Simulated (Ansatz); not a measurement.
Cost and result for the atomization energy of `ClB(Cl)[SiH2][GeH3]` (10 atoms, 9 bonds).

Cartesian coordinates in Å:
```
Cl 0.2299 -2.5694 1.6818
B 0.9097 -1.0011 1.3326
Cl 1.5570 -0.0607 2.6518
Si 0.8351 -0.2429 -0.5252
Ge -1.2402 0.9265 -0.6840
H 0.8661 -1.3207 -1.5493
H 1.9504 0.7117 -0.7628
H -1.2966 2.0429 0.3712
H -2.4093 -0.0408 -0.4382
H -1.4021 1.5544 -2.0780
```

Total charge 0; spin multiplicity 1. Correlated methods include outer-core shells of Ge, which these sets cover unevenly. Scalar relativity is left out up to krypton. All single points use the PBE0-D4/def2-TZVP geometry. It is one conformer, not always the lowest. Program: Ansatz. All runs use 2 threads of an AMD EPYC 7R13 on a shared host and a share of an NVIDIA H100 80 GB. Times are those of one run each, without the atoms' runs, and a repeat can differ threefold. Electronic energies, without spin–orbit coupling; frozen cores. CCSD(T)/CBS adds CCSD(T) − MP2 in def2-TZVPP to the MP2 limit, and its time is that of the two runs behind it. T1 = 0.013. With those shells the extrapolation isn't a true limit. B3LYP takes the VWN-RPA correlation (the form of Gaussian; ORCA's B3LYP/G).

CCSD(T)/CBS is a level of theory with its own doubt, some kJ/mol a heavy atom from the limit and from the frozen cores, so smaller differences don't rank the functionals.

```tsv
level	functions	wall time
PBE-D4/def2-TZVPP (with forces)	275	1.9 s
B3LYP-D4/def2-TZVPP (with forces)	275	2.3 s
ωB97X-V/def2-TZVPP	275	2.4 s
PBE0-D4/def2-TZVPP	275	2.6 s
r2SCAN-D4/def2-TZVPP (with forces)	275	2.9 s
B2PLYP/def2-TZVPP	275	2.9 s
ωB97M-V/def2-TZVPP (with forces)	275	3.4 s
MP2/def2-QZVPP	506	4.2 s
CCSD(T)/def2-TZVPP	275	4.8 s
CCSD(T)/CBS(def2)	–	9 s
```

Task: What atomization energy does each give, and how far from CCSD(T)/CBS? (Best estimate.)

Result: The calculation gave: 
| level | atomization (kJ/mol) | difference from CCSD(T)/CBS | per bond |
| --- | --- | --- | --- |
| PBE-D4/def2-TZVPP (with forces) | 2991.9 | 21.0 | 2.3 |
| B3LYP-D4/def2-TZVPP (with forces) | 2950.4 | -20.5 | -2.3 |
| ωB97X-V/def2-TZVPP | 2997.6 | 26.7 | 3.0 |
| PBE0-D4/def2-TZVPP | 2972.1 | 1.2 | 0.1 |
| r2SCAN-D4/def2-TZVPP (with forces) | 3004.7 | 33.8 | 3.8 |
| B2PLYP/def2-TZVPP | 2917.2 | -53.7 | -6.0 |
| ωB97M-V/def2-TZVPP (with forces) | 2971.6 | 0.7 | 0.1 |
| MP2/def2-QZVPP | 2968.6 | -2.3 | -0.3 |
| CCSD(T)/def2-TZVPP | 2903.1 | -67.8 | -7.5 |
| CCSD(T)/CBS(def2) | 2970.9 | 0.0 | 0.0 |

From PBE to PBE0 (25 % exact exchange), in def2-TZVPP and without D4, the atomization energy moves by −15.9 kJ/mol: exact exchange takes away binding that semilocal exchange gives to molecules. In def2-TZVPP, CCSD(T) changes the Hartree–Fock value by +665.7 kJ/mol (the triples alone add +46.0 kJ/mol) and MP2 by +692.1 kJ/mol; breaking electron pairs costs correlation energy, which Hartree–Fock lacks. The D4 term adds +48.0 kJ/mol with B3LYP and +25.5 kJ/mol with PBE0; it sums over pairs of atoms, weighted by their polarisabilities, and B3LYP, whose exchange is more repulsive, gets the larger term.
